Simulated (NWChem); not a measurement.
# Electron attachment to Bi

```xyz
1

Bi     0.0000     0.0000     0.0000
```
Charge 0, spin multiplicity 4.

Everything below was run with NWChem.

Basis set: def2-TZVPD. −ε marks an orbital energy of the parent. The basis adds only a small set of diffuse functions.

Effective core potentials replace the inner electrons of Bi; spin-orbit coupling is left out. B3LYP has NWChem's definition, with VWN1-RPA local correlation. No SCF solution was tested for a lower state. Open-shell Hartree-Fock references start from PBE0 orbitals.

Q: One of these methods gave a vertical electron affinity of 3.36 eV. Which?
(A) −ε(beta LUMO) of r2SCAN
(B) −ε(beta LUMO) of HF
(C) −ε(beta LUMO) of PBE
(D) −ε(beta LUMO) of B3LYP

A: C, −ε(beta LUMO) of PBE. The others give 3.03 (−ε(beta LUMO) of B3LYP), 2.56 (−ε(beta LUMO) of r2SCAN), -0.84 (−ε(beta LUMO) of HF).
